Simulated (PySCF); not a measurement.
A run for PySCF: R-B3LYP/6-31G* on CH2O (SMILES C=O).

```python
from pyscf import gto, scf, dft, mp
from pyscf.data.elements import chemcore

mol = gto.M(
    atom='''
    C    -0.61914243   -0.37478473   -0.57035538
    O    -1.39325500   -0.21363243    0.33586848
    H    -0.95441250   -0.37809549   -1.62224821
    H     0.46163156   -0.52699364   -0.39654953
    ''',
    basis='6-31g*',
    cart=True,
    charge=0, spin=0, verbose=3, max_memory=1800)
mf = dft.RKS(mol, xc='b3lyp')
mf.conv_tol = 1e-8
mf.max_cycle = 100
mf.kernel()
if not mf.converged:
    mf = mf.newton().run(mf.mo_coeff, mf.mo_occ)
```

Output:

```
converged SCF energy = -114.500349684038
```

The run converged.

Cost: very roughly 1.0 core-seconds.
